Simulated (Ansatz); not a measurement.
Input for Ansatz (a quantum-chemistry and plane-wave program):
Ansatz 0.2 input:
```yaml
crystal:
  periodic: [false, false, false]
  atoms:
    - {symbol: Te, position_ang: [0.00000000, 0.00000000, 0.00000000]}
basis:
  gaussian:
    orbitals: def2-SVP
hamiltonian:
  xc: {name: wB97M-V}
magnetization: {spin_polarized: true, initial_magnetization: 2}
```

### Question
Estimate the <S^2> that WB97M-V/def2-SVP run with Ansatz returns for this input.

### Answer
2.002

### Question
What number of basis functions does WB97M-V/def2-SVP give?

### Answer
26

### Question
Estimate the total energy that WB97M-V/def2-SVP returns for this input.

### Answer
-267.9497 Eh
